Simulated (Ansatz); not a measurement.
Input for Ansatz (an electronic-structure program): R-B3LYP/def2-TZVPPD on GeH4 (SMILES [GeH4]). Files ending in .json are basis or fitting sets from the Basis Set Exchange.

Ansatz 0.2 input:
```yaml
crystal:
  periodic: [false, false, false]
  atoms:
    - {symbol: Ge, position_ang: [0.21330108, -0.07963028, 3.37867452]}
    - {symbol: H, position_ang: [0.18560987, 1.44388290, 3.55044762]}
    - {symbol: H, position_ang: [-0.99329539, -0.50335029, 2.51555253]}
    - {symbol: H, position_ang: [0.09827272, -0.77198086, 4.74281255]}
    - {symbol: H, position_ang: [1.50254192, -0.51087463, 2.66931441]}
basis:
  gaussian:
    orbitals: def2-TZVPPD.json
hamiltonian:
  xc: {name: B3LYP}
scf: {lower_state_search: off}
```

Task: Give the final energy of this run.

Result: -2079.4429 hartree.
